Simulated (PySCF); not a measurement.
Ca: excitation energy

Ca [Ar] 4s2 (1S) → Ca [Ar] 4p2 (3P), as a difference of total energies. Computed with PySCF 2.14 in ANO-RCC-VTZP (6s5p2d1f, 38 functions), with the spin-free X2C one-electron Hamiltonian (Gaussian nucleus). Correlated levels: valence: [Ar] frozen. The calculations carry no spin-orbit coupling.

| method | excitation energy (cm⁻¹) |
| --- | --- |
| UHF | 33740 |
| MP2 (valence) | 37028 |
| SCS-MP2 (valence) | 38265 |
| CCSD (valence) | 38235 |

Errors of the correlated levels include the incompleteness of this basis and the frozen core.

The basis was made for the ground configuration and has no added diffuse functions, so the excitation energy can come out too high.

With two correlated electrons CCSD is exact in that space.

The coupled-cluster amplitudes are large for the upper state (T1 above 0.03 or a double amplitude above 0.15), so a single reference is strained.

For comparison: 38508 cm⁻¹ (measured; NIST levels, between the centres of gravity of the two terms).
